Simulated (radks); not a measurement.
Task: A nucleus of charge 25.5 with 25 electrons, 25 electrons, occupied as [Ar] 3d5 4s2. All-electron calculation, non-relativistic Kohn-Sham, PBEsol, spin-polarised, spherical densities, point nucleus; open shells are filled with parallel spins first. Program: a radial shooting solver on a logarithmic mesh with Libxc functionals. Some entries of the table are withheld. Estimate them.

| orbital | occ. | eigenvalue (Ry) | <r^2> (bohr^2) |
|---|---|---|---|
| 1s up | 1 | -488.7436 | 0.004888 |
| 1s down | 1 | -488.7435 | 0.004887 |
| 2s up | 1 | -57.01671 | 0.09031 |
| 2s down | 1 | -56.83456 | 0.08991 |
| 2p up | 3 | -49.11468 | 0.07244 |
| 2p down | 3 | -48.97804 | 0.07202 |
| 3s up | 1 | -7.09224 | 0.8071 |
| 3s down | 1 | -6.69168 | 0.8151 |
| 3p up | 3 | (1) | 0.9072 |
| 3p down | 3 | (2) | 0.9242 |
| 3d up | 5 | -1.13993 | 1.527 |
| 3d down | 0 | -0.78179 | 1.880 |
| 4s up | 1 | -0.70467 | 8.698 |
| 4s down | 1 | -0.62478 | 9.930 |

Result: 
(1) 3p up eigenvalue (Ry): -4.80899
(2) 3p down eigenvalue (Ry): -4.41473
